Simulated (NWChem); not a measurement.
# H₃O cation; SMILES [OH3+]

B3LYP is NWChem's, with the RPA form of VWN correlation.

Q: Give the equilibrium geometry at B3LYP/6-31G* (spherical d) (NWChem) as an XYZ file, with the point group.

A: point group C3v; any orientation.
```
4

O      0.0000     0.0000     0.0788
H      0.6693     0.6693    -0.2074
H      0.2450    -0.9143    -0.2074
H     -0.9143     0.2450    -0.2074
```
